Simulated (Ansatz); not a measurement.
BrHMg (SMILES [MgH][Br]) moved off its minimum; all values from Ansatz (a quantum-chemistry and plane-wave program), cores frozen in correlated methods.
(charge 0, multiplicity 1)
```xyz
3

Mg     0.0204     0.0640    -1.7666
H     -0.1679     0.1257    -3.3409
Br    -0.0331    -0.0239     0.6234
```

| level | largest force (eV/Å) | on atom | rms difference from CCSD(T)/def2-TZVPPD (eV/Å) | dipole (D) |
|---|---|---|---|---|
| HF/def2-TZVPP | 1.62 | Mg1 | 0.035 | 2.11 |
| PBE/def2-TZVPP | 1.57 | Mg1 | 0.010 | 1.89 |
| r2SCAN/def2-TZVPP | 1.66 | Mg1 | 0.067 | 1.95 |
| B3LYP/def2-TZVPP | 1.49 | Mg1 | 0.053 | 1.97 |
| wB97M-V/def2-TZVPP | 1.54 | Mg1 | 0.082 | 2.04 |
| MP2/def2-TZVPPD | 1.53 | Mg1 | 0.016 | 2.01 |
| CCSD(T)/def2-TZVPPD | 1.54 | Mg1 | 0.000 | 2.01 |

The differences count from one level among others, with limits of its own. Forces at CCSD(T)/def2-TZVPPD (eV/Å):

```
atom      Fx      Fy      Fz
----  ------  ------  ------
Mg1    0.010  -0.058   1.544
H2    -0.069   0.047  -1.238
Br3    0.059   0.010  -0.306
```
